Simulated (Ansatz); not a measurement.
C2H5FN2Si, SMILES `N#CC(N)(F)[SiH3]` at its PBE0-D4/def2-TZVP geometry, where that method's forces vanish. The species carries charge 0 and has multiplicity 1.

```xyz
11

N     1.4807    2.1549   -0.9845
C     0.8776    1.3857   -0.3799
C     0.1306    0.3569    0.3465
N    -1.2075    0.7471    0.4971
F     0.8035    0.1813    1.5829
Si    0.2476   -1.3294   -0.5836
H    -1.3268    1.6485    0.9404
H    -1.7797    0.0427    0.9391
H     1.6414   -1.8186   -0.5062
H    -0.1838   -1.1321   -1.9856
H    -0.6836   -2.2369    0.1339
```

(1) What forces (eV/Å) does r2SCAN-D4/def2-TZVPP give on these atoms in Ansatz 0.2.0? (An estimate is asked.)

Answers

(1) Computed: 
```
N1   0.341  0.414 -0.335
C2  -0.328 -0.385  0.321
C3  -0.060  0.011 -0.427
N4  -0.192  0.049 -0.034
F5   0.246 -0.076  0.437
Si6  0.010 -0.047 -0.026
H7  -0.002  0.026  0.024
H8  -0.011 -0.016  0.024
H9  -0.030  0.013  0.000
H10  0.009 -0.008  0.025
H11  0.018  0.019 -0.010
```
